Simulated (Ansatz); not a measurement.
Ansatz (a program for electronic structure) input (revPBE/def2-TZVPD):

Ansatz 0.2 input:
```yaml
crystal:
  periodic: [false, false, false]
  atoms:
    - {symbol: Ge, position_ang: [0.12479530, -0.15344757, 0.38922737]}
    - {symbol: F, position_ang: [-1.03543107, 1.26251534, 0.24928679]}
    - {symbol: F, position_ang: [1.34647377, 0.50266349, -0.81396818]}
    - {symbol: F, position_ang: [-0.75475931, -1.21958748, -0.81923815]}
basis:
  gaussian:
    orbitals: def2-TZVPD
hamiltonian:
  xc: {name: revPBE}
total_charge: -1
output: {forces: true}
```

End of the output:

```
mean field: 0.61 GiB planned
mean field evaluation 1: about -64670.4042 eV, gradient 2.5e1 eV
mean field evaluation 2: about -64670.0170 eV, gradient 3.4e1 eV
mean field evaluation 4: about -64671.0808 eV, gradient 1.8e0 eV
mean field evaluation 8: about -64671.0774 eV, gradient 1.3e-2 eV
mean field evaluation 16: about -64671.0774 eV, gradient 1.6e-5 eV
mean field -64671.07738383 eV, -2376.6182582250 hartree, gradient 1.6e-5 eV, S^2 0.000000; 0 other end points of the search recorded, 0 dependent functions left out
the calculation of the forces begins
reference -64671.07743559 eV, -2376.6182601272 hartree; 30, 30 occupied and 144, 144 virtual orbitals, 964 factors
Total energy: -64671.07743559 eV, -2376.6182601272 hartree
Atom 0 at     0.124795    -0.153448     0.389227 Å, force     0.149320    -0.183600     0.464741 eV/Å
Atom 1 at    -1.035431     1.262515     0.249287 Å, force    -0.277011     0.337886     0.026823 eV/Å
Atom 2 at     1.346474     0.502663    -0.813968 Å, force     0.332635     0.143168    -0.245108 eV/Å
Atom 3 at    -0.754759    -1.219587    -0.819238 Å, force    -0.204944    -0.297453    -0.246456 eV/Å
Dipole moment:     0.109982    -0.135233     0.343021 e Å
```

It need not be the lowest isomer of its formula. Whether it binds its extra electron was not tested at this geometry.
